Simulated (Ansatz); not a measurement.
Species: sum formula BNH (charge 0, doublet). It need not be the lowest isomer of its formula. 
Structure (B3LYP-D3(BJ)/def2-TZVP (Ansatz, a quantum-chemistry and plane-wave program) minimum search):
```
B
N 1 1.3055
H 1 1.1689 2 180.00
```
Charge 0, spin multiplicity 2.

Basis-set convergence of Hartree-Fock and CCSD correlation energies (hartree) with Ansatz. Cores are frozen in the correlated levels unless marked. Open shells are spin-unrestricted. No spin-orbit coupling. Non-relativistic.

```tsv
basis	functions	E(HF)	E(corr, CCSD)
def2-SVPD	48	-79.57199	-0.23337
def2-TZVPPD	91	-79.66329	-0.26958
def2-QZVPPD	159	-79.66679	-0.28381
```

Extrapolating the two largest sets (X = 3 and 4) as X^-3: E(corr) = (64·(-0.28381) - 27·(-0.26958))/37 = -0.2942 Eh, an estimate of the basis-set limit. The largest set recovers 96.5 % of it, the smallest 79.3 %.
